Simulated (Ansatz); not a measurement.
```yaml
crystal:
  periodic: [false, false, false]
  atoms:
    - {symbol: C, position_ang: [-1.927400, 1.133298, 2.658275]}
    - {symbol: C, position_ang: [-1.417156, 0.451899, 1.807528]}
    - {symbol: O, position_ang: [-0.898046, -0.306222, 0.916591]}
    - {symbol: In, position_ang: [0.482061, 0.236220, -0.454953]}
    - {symbol: C, position_ang: [1.215743, -1.166677, -1.856396]}
    - {symbol: F, position_ang: [0.907354, 2.107639, -0.200885]}
    - {symbol: H, position_ang: [-2.375839, 1.736609, 3.407776]}
    - {symbol: H, position_ang: [0.863359, -0.888313, -2.848832]}
    - {symbol: H, position_ang: [2.304346, -1.149859, -1.839125]}
    - {symbol: H, position_ang: [0.845570, -2.154583, -1.589980]}
basis:
  gaussian: {orbitals: def2-TZVPP, fitting: {mean_field: cc-pVTZ-jkfit}}
magnetization: {spin_polarized: true, initial_magnetization: 2}
hamiltonian: {xc: {name: PBE}, dispersion: d4}
```

```sh
$ ansatz run in.yaml --threads 4 --pin off --events-out ev --progress --plain --max-ram 10444MiB
```

Problem. How does Ansatz answer? (Estimate.)

Solution. The calculation gave: The program refused the input.
```
Functional definition: PBE
Error: <dir> the basis set cc-pVTZ-JKFIT has no functions for In
```
